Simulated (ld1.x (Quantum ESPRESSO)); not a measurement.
## Pseudopotential generation for Li: PAW, PBEsol, non-relativistic.

Input for ld1.x (Quantum ESPRESSO) 7.5:

```
&input
   title='Li', zed=3., rel=0, dft='PBESOL', iswitch=3,
   config='[He] 2s0 2p1 3d-2',
   nld=3, rlderiv=4.90, eminld=-2.0, emaxld=5.0, deld=0.02
 /
 &inputp
   pseudotype=3, lpaw=.true., tm=.true., lloc=-1, rcloc=2.75,
   nlcc=.true., new_core_ps=.true.,
   which_augfun='PSQ', rmatch_augfun=2.20,
   file_pseudopw='Li.UPF', file_wfcaegen='ae.wfc', file_wfcncgen='nc.wfc', file_beta='beta', file_chi='chi', file_wfcusgen='us.wfc'
 /
6
2S  1  0   0.00   0.00  2.15  2.25  0.0
2S  1  0   0.00   1.25  2.15  2.25  0.0
2P  2  1   1.00   0.00  3.50  4.50  0.0
2P  2  1   0.00   0.85  3.50  4.50  0.0
3D  3  2  -2.00   0.35  2.40  3.35  0.0
3D  3  2  -2.00   0.85  2.40  3.35  0.0
 &test
   configts(1)='2s0 2p1'
 /
```

Command:

```bash
ld1.x < Li.in > Li.out
```

The program printed (shortened: banner, matrices, multipoles, cross overlaps and the repeated all-electron block are left out):

```
Program LD1 v.7.5
     --------------------------- All-electron run ----------------------------

     Li

     atomic number is  3.00
     dft =PBESOL   lsd =0 sic =0 latt =0  beta=0.20 tr2=1.0E-14
     Exchange-correlation= PBESOL
                           (   1   4  10   8   0   0   0)
     mesh =1017 r(mesh) =  99.62247 a.u. xmin = -7.00 dx = 0.01250
     1 Ry =  13.60569312 eV

     n l     nl                  e(Ry)          e(Ha)          e(eV)
     1 0     1S 1( 2.00)        -3.8895        -1.9447       -52.9187
     2 0     2S 1( 0.00)        -0.2417        -0.1209        -3.2887
     2 1     2P 1( 1.00)        -0.1130        -0.0565        -1.5379

     final scf error:  7.4E-15 reached in  21 iterations

     Etot =     -14.644713 Ry,      -7.322356 Ha,    -199.251468 eV

     Ekin =      14.528466 Ry,       7.264233 Ha,     197.669853 eV
     Encl =     -33.543837 Ry,     -16.771918 Ha,    -456.387152 eV
     Eh   =       7.737994 Ry,       3.868997 Ha,     105.280766 eV
     Exc  =      -3.367336 Ry,      -1.683668 Ha,     -45.814936 eV

     normalization and overlap integrals

     s(1S/1S) =  1.000000  <r> =   0.5827  <r2> =    0.4661  r(max) =   0.3638
     s(2S/2S) =  1.000000  <r> =   3.9493  <r2> =   18.5645  r(max) =   3.1626
     s(2P/2P) =  1.000000  <r> =   4.9617  <r2> =   30.0741  r(max) =   3.9606

     ------------------------ End of All-electron run ------------------------

     --------------------- Generating PAW atomic setup --------------------

      Generating local potential from pseudized AE potential:
      Matching radius rcloc =   2.7500

      Local pseudo, rcloc= 2.722 Estimated cut-off energy=     3.06 Ry

      Computing core charge for nlcc:

       r > 1.57 : true rho core
      Core charge pseudized with two Bessel functions
      Integrated core pseudo-charge :   0.56
      Wfc-us  2S rcutus= 2.229  Estimated cut-off energy=    24.23 Ry
      Wfc-us  2S rcutus= 2.229  Estimated cut-off energy=    11.04 Ry
      Wfc-us  2P rcutus= 4.488  Estimated cut-off energy=     3.76 Ry
      Wfc-us  2P rcutus= 4.488  Estimated cut-off energy=     3.64 Ry
      Wfc-us  3D rcutus= 3.325  Estimated cut-off energy=     9.54 Ry
      Wfc-us  3D rcutus= 3.325  Estimated cut-off energy=    10.19 Ry

     Required augmentation: PSQ   radius:    2.200000

     Q pseudized with Bessel functions
     Expected ecutrho=      73.9596 due to l1=  2   l2=  2

     Estimated PAW energy =   -3.433909 Ryd

     ------------------- End of pseudopotential generation -------------------

     Computing logarithmic derivative in   4.92910

       Warning: n=1, l=0 expected 0 nodes, found 1
       Setting wfc to zero for this iteration
       (This warning will only be printed once per wavefunction)

       Zero norm: self consistency problem; state:  1 (l=  0, j=0.0)
     Computing logarithmic derivative in   4.92910
     Computing the partial wave expansion
     R is outside the sphere for l=    0 j= 0.00
     R is outside the sphere for l=    0 j= 0.00
     R is outside the sphere for l=    1 j= 0.00
     R is outside the sphere for l=    1 j= 0.00
     R is outside the sphere for l=    2 j= 0.00
     R is outside the sphere for l=    2 j= 0.00

     ---------------------- Testing the pseudopotential ----------------------

     Li

     atomic number is  3.00   valence charge is  1.00
     dft = SLA  PW   PSX  PSC   lsd =0 sic =0 latt =0  beta=0.20 tr2=1.0E-14
     mesh =1017 r(mesh) =  99.62247 xmin = -7.00 dx = 0.01250

     n l     nl             e AE (Ry)        e PS (Ry)    De AE-PS (Ry)
     1 0     2S   1( 0.00)       -0.24171       -0.24171        0.00000
     2 1     2P   1( 1.00)       -0.11304       -0.11304        0.00000

     eps = 3.7E-19  iter =  1

     Etot =     -14.644713 Ry,      -7.322356 Ha,    -199.251468 eV
     Etotps =    -3.433909 Ry,      -1.716954 Ha,     -46.720706 eV

     Ekin =       0.275584 Ry,       0.137792 Ha,       3.749514 eV
     Encl =      -0.525696 Ry,      -0.262848 Ha,      -7.152462 eV
     Ehrt =       0.183539 Ry,       0.091770 Ha,       2.497177 eV
     Ecxc =      -3.367336 Ry,      -1.683668 Ha,     -45.814936 eV
     (Ecc =      -0.373506 Ry,      -0.186753 Ha,      -5.081806 eV)

     ---------------------- End of pseudopotential test ----------------------
```

The ghost test of this file was not conclusive. Its overlap operator is not positive definite in a basis up to 400 Ry (lowest eigenvalue s -0.0028), so the file is unfit for use: the generalised eigenproblem breaks down once the basis is large enough, and its test numbers describe a broken file.

Generation and configuration tests took about 0.61 s on one core of a shared server CPU.

Transferability test of the new file with ld1.x, input:

```
&input
   title='Li', zed=3., rel=0, dft='PBESOL', iswitch=2,
   config='[He] 2s0 2p1 3d-2'
 /
 &test
   file_pseudo='Li.UPF', nconf=3,
   configts(1)='2s0 2p1',
   configts(2)='2s1 2p0',
   configts(3)='2s0.5 2p0'
 /
```

```bash
ld1.x < Li.test.in > Li.test.out
```

Pseudopotential blocks of its output, shortened (energy terms left out; the distinct warnings before each block abridged to one line each):

```
     Warning: n=1, l=0 expected 0 nodes, found 1
     ---------------------- Testing the pseudopotential ----------------------

     n l     nl             e AE (Ry)        e PS (Ry)    De AE-PS (Ry)
     1 0     2S   1( 0.00)       -0.24171       -0.24171        0.00000
     2 1     2P   1( 1.00)       -0.11304       -0.11304       -0.00000

     eps = 8.3E-17  iter =  1

     Etot =     -14.644713 Ry,      -7.322356 Ha,    -199.251470 eV
     Etotps =    -3.433909 Ry,      -1.716954 Ha,     -46.720706 eV

     ---------------------- End of pseudopotential test ----------------------
```

The test run then stopped with an error in new_paw_hamiltonian: “negative rho”.
